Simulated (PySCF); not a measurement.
# From computed data to an observable: entropy of an ideal gas

Be(Br)(SH) (BeBrHS), SMILES [SH][Be][Br].

Geometry optimised at PBE0-D3(BJ)/def2-TZVP. One conformer was computed; it need not be the lowest.

PBE0-D3(BJ)/def2-TZVP (PySCF 2.14.0) gives the harmonic wavenumbers 189, 220, 307, 635, 1021, 2696 cm⁻¹ and the rotational temperatures 13.7052, 0.0686, 0.0683 K. The molar mass is 121.98 g/mol, the symmetry number 1, the spin multiplicity 1.

**Question.** Work out the entropy at 298.15 K and 1 atm in the rigid-rotor, harmonic-oscillator model.

**Answer.** 
Translation (Sackur–Tetrode at 1 atm): S = R[1.5 ln M + 2.5 ln T − 1.16487] = 168.7 J/(mol K).
Rotation: q = (√π/σ) T^1.5/√(θA θB θC) = 36000, S = R[ln q + 3/2] = 99.7 J/(mol K).
Vibration: with u = 1.4388 ν/T, each mode gives R[u/(e^u − 1) − ln(1 − e^−u)]:
```json
[
 {"ν (cm⁻¹)": "189", "modes": "1", "u": "0.91", "S (J/(mol K))": "9.36"},
 {"ν (cm⁻¹)": "220", "modes": "1", "u": "1.06", "S (J/(mol K))": "8.20"},
 {"ν (cm⁻¹)": "307", "modes": "1", "u": "1.48", "S (J/(mol K))": "5.77"},
 {"ν (cm⁻¹)": "635", "modes": "1", "u": "3.06", "S (J/(mol K))": "1.65"},
 {"ν (cm⁻¹)": "1021", "modes": "1", "u": "4.93", "S (J/(mol K))": "0.36"}
]
```
The stiffer modes add less than 0.005 each. Sum 25.3 J/(mol K).
Spin: R ln 1 = 0.0 J/(mol K).
Total 293.7 J/(mol K); the program's own thermochemistry gives 293.7. Translation makes up 57 % and vibration 9 %. Anharmonicity, hindered rotation and orbital degeneracy are left out.
